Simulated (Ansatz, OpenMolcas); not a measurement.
Worked example: the enthalpy of formation of GeH3Cl (chlorogermane)

The species is GeH3Cl (5 atoms), meant as a singlet with charge 0. As SMILES, `[Cl][GeH3]`. Geometry: relaxed at PBE0-D4/def2-TZVP.

Total energies at TPSS/def2-TZVP (OpenMolcas 26.06); the atoms run unrestricted:

```
species    state   energy (Eh)
 GeH3Cl  singlet  -2539.048415
     Cl  doublet   -460.169057
     Ge  triplet  -2076.884348
      H  doublet     -0.499867
```

Harmonic wavenumbers at PBE0-D4/def2-TZVP, in cm⁻¹: 427, 596, 596, 849, 871, 871, 2178, 2189, 2189.

Measured heats of formation of the gaseous atoms at 298.15 K, in kJ/mol: Cl 121.3, Ge 372.0, H 218.0. Spin-orbit lowering of the atoms at 298 K (mean of the ground term's levels less their thermal mean, from spectra), in kJ/mol: Cl 3.44, Ge 10.39. Take 1 Eh = 2625.50 kJ/mol, 1 cm⁻¹ = 0.0119627 kJ/mol, RT = 2.479 kJ/mol.

What heat of formation follows?


1. Electronic atomisation energy: (-460.169057) + (-2076.884348) + 3 × (-0.499867) − (-2539.048415) = 0.495409 Eh = 1300.7 kJ/mol.
2. Zero-point energy: half the sum of the wavenumbers, 5383 cm⁻¹ = 64.4 kJ/mol.
3. Thermal vibrational enthalpy, Σ hcν̃/(exp(hcν̃/kT) − 1): 2.1 kJ/mol. Translation, rotation and pV of a non-linear molecule: 4 RT = 9.9 kJ/mol.
4. The 5 free atoms carry 5/2 RT each: 31.0 kJ/mol.
5. Spin-orbit coupling lowers the free atoms by 3.44 + 10.39 = 13.8 kJ/mol.
6. Atomisation enthalpy at 298 K: 1300.7 − 13.8 − 64.4 − 2.1 − 9.9 + 31.0 = 1241.5 kJ/mol.
7. Sum of the atoms' heats of formation: 1147.3 kJ/mol. Heat of formation: 1147.3 − 1241.5 = -94.2 kJ/mol.

No measured value is set beside it here. Relativity is left out. Anharmonicity and any spin-orbit splitting of the molecule are left out.
